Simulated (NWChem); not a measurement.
System: C2H4OSe; SMILES O=CC[SeH]

Input file for NWChem:

```
start job
memory heap 200 mb stack 900 mb global 1100 mb
geometry units angstroms noautoz
  O      0.571060     2.538582    -0.088880
  C      0.090576     1.553332     0.431302
  C     -0.979118     0.691251    -0.199925
  Se    -0.215695    -1.100308    -0.583044
  H      0.439532     1.186309     1.445961
  H     -1.861521     0.565512     0.458305
  H     -1.285297     1.118391    -1.173786
  H     -0.269616    -1.551269     0.832970
end
basis spherical
  O library def2-svp
  C library def2-svp
  Se library def2-svp
  H library def2-svp
end
dft
  xc xpbe96 cpbe96
  iterations 150
  mulliken
end
task dft energy
```

Parts of the log:

```
             Northwest Computational Chemistry Package (NWChem) 7.3.0
             --------------------------------------------------------

 C1  symmetry detected

                             Geometry "geometry" -> ""
                             -------------------------

 Output coordinates in angstroms (scale by  1.889725989 to convert to a.u.)

  No.       Tag          Charge          X              Y              Z
 ---- ---------------- ---------- -------------- -------------- --------------
    1 O                    8.0000     0.43376847     2.64885319    -0.26574459
    2 C                    6.0000     0.00757766     1.73051179     0.40297225
    3 C                    6.0000    -0.87242625     0.62309275    -0.13096839
    4 Se                  34.0000     0.12965846    -1.08817675    -0.04935086
    5 H                    1.0000     0.26880040     1.62310472     1.50125976
    6 H                    1.0000    -1.80893067     0.51181421     0.45065747
    7 H                    1.0000    -1.10326044     0.80276276    -1.19822360
    8 H                    1.0000    -0.04605321    -1.25212489     1.41816928

 Effective nuclear repulsion energy (a.u.)     228.8821059607

  pbe96 is a nonlocal functional; adding pw91lda local functional.

                                 NWChem DFT Module
                                 -----------------

 Summary of "ao basis" -> "ao basis" (spherical)
 ------------------------------------------------------------------------------
       Tag                 Description            Shells   Functions and Types
 ---------------- ------------------------------  ------  ---------------------
 O                          def2-svp                 6       14   3s2p1d
 C                          def2-svp                 6       14   3s2p1d
 Se                         def2-svp                12       32   5s4p3d
 H                          def2-svp                 3        5   2s1p

            General Information
            -------------------
          SCF calculation type: DFT
          Wavefunction type:  closed shell.
          No. of atoms     :     8
          No. of electrons :    58
           Alpha electrons :    29
            Beta electrons :    29
          Charge           :     0
          Spin multiplicity:     1
          Use of symmetry is: off; symmetry adaption is: off
          Maximum number of iterations: 150
          AO basis - number of functions:    94
                     number of shells:    42
          Convergence on energy requested:  1.00D-06
          Convergence on density requested:  1.00D-05
          Convergence on gradient requested:  5.00D-04

              XC Information
              --------------
          PerdewBurkeErnzerhof Exchange Functional  1.000
            Perdew 1991 LDA Correlation Functional  1.000 local
           PerdewBurkeErnz. Correlation Functional  1.000 non-local

             Grid Information
             ----------------
          Grid used for XC integration:  medium
          Radial quadrature: Mura-Knowles
          Angular quadrature: Lebedev.
          Tag              B.-S. Rad. Rad. Pts. Rad. Cut. Ang. Pts.
          ---              ---------- --------- --------- ---------
          O                   0.60       49          11.0       434
          C                   0.70       49           9.0       434
          Se                  1.15      112           9.0       590
          H                   0.35       45          10.0       434
          Grid pruning is: on
          Number of quadrature shells:   439
          Spatial weights used:  Erf1

      Superposition of Atomic Density Guess
      -------------------------------------

 Sum of atomic energies:       -2551.44967620

      Non-variational initial energy
      ------------------------------

 Total energy =   -2553.086764
 1-e energy   =   -4004.651026
 2-e energy   =    1222.682156
 HOMO         =      -0.262862
 LUMO         =      -0.033776

     ---------------------------------------------
      Total Density - Mulliken Population Analysis
     ---------------------------------------------

    Atom       Charge   Shell Charges
 -----------   ------   -------------------------------------------------------
    1 O    8     8.72   1.99  1.13  0.68  3.06  1.84  0.01
    2 C    6     5.37   1.99  0.94  0.27  1.53  0.56  0.08
    3 C    6     6.18   1.99  0.96  0.27  1.89  1.06  0.02
    4 Se  34    34.16   2.00  2.00  2.00  1.33  0.54  6.00  5.98  1.88  2.38  8.20  1.76  0.09
    5 H    1     0.96   0.69  0.26  0.02
    6 H    1     0.87   0.66  0.19  0.02
    7 H    1     0.90   0.67  0.21  0.02
    8 H    1     0.84   0.58  0.24  0.02

   convergence    iter        energy       DeltaE   RMS-Dens  Diis-err
 ---------------- ----- ----------------- --------- --------- ---------
 d= 0,ls=0.0,diis     1  -2554.2918042488 -2.78D+03  4.15D-02  1.11D+00
 d= 0,ls=0.0,diis     2  -2553.3489414335  9.43D-01  3.56D-02  9.60D+00
 d= 0,ls=0.0,diis     3  -2554.4163890921 -1.07D+00  4.80D-03  9.23D-02
 d= 0,ls=0.0,diis     4  -2554.4201656959 -3.78D-03  2.77D-03  4.28D-02
 d= 0,ls=0.0,diis     5  -2554.4251446771 -4.98D-03  6.90D-04  3.99D-03
  Resetting Diis
 d= 0,ls=0.0,diis     6  -2554.4257465847 -6.02D-04  1.71D-04  2.54D-04
 d= 0,ls=0.0,diis     7  -2554.4257820103 -3.54D-05  9.46D-05  8.49D-06
 d= 0,ls=0.0,diis     8  -2554.4257799967  2.01D-06  5.91D-05  2.56D-05
 d= 0,ls=0.0,diis     9  -2554.4257831144 -3.12D-06  1.34D-05  2.90D-06
 d= 0,ls=0.0,diis    10  -2554.4257833987 -2.84D-07  2.45D-06  1.39D-07

         Total DFT energy =    -2554.425783398734
      One electron energy =    -4006.492904670354
           Coulomb energy =     1330.626199792071
    Exchange-Corr. energy =     -107.441184481152
 Nuclear repulsion energy =      228.882105960701

 Numeric. integr. density =       57.999993483867

[...]
```

Level: PBE/def2-SVP. Geometry: optimised at PBE-D3(BJ)/def2-SVP.
